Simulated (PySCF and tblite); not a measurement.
Results of a calculation; reference values are marked as such.
C₄H₅ClSeSi, numbered as in [SiH3:1][c:2]1[se:3][cH:4][cH:5][c:6]1[Cl:7].

Free energies: B3LYP-D3(BJ)/def2-SVP (IEF-PCM, chloroform) on GFN2-xTB structures plus GFN2-xTB thermal terms, symmetry and mirror images included. Conformers within 2.5 kcal/mol (GFN2-xTB free energy) were kept, 2 at most. GIAO shieldings: KT3/pcSseg-1 (IEF-PCM, chloroform). Shifts are against TMS (¹H), TMS (¹³C), TMS (²⁹Si) at the same level. (PySCF 2.14, tblite 0.8.)

Q: List the conformer-averaged shifts at 298.15 K.

A: ¹H: 7.93 (H4, 1H), 7.21 (H5, 1H), 4.42 (H1, 3H) ppm. ¹³C: 134.8 (C4), 132.8 (C6), 125.7 (C5), 124.8 (C2) ppm. ²⁹Si: -84.4 (Si1) ppm.

Spin–orbit effects of the heavy atoms on shieldings are missing. Unscaled ²⁹Si shifts at such levels can be off by tens of ppm; differences between conformers or isomers are more reliable. Shifts are unscaled: against experiment ¹³C can be off by 15 ppm or more and ¹H by 0.8 ppm.
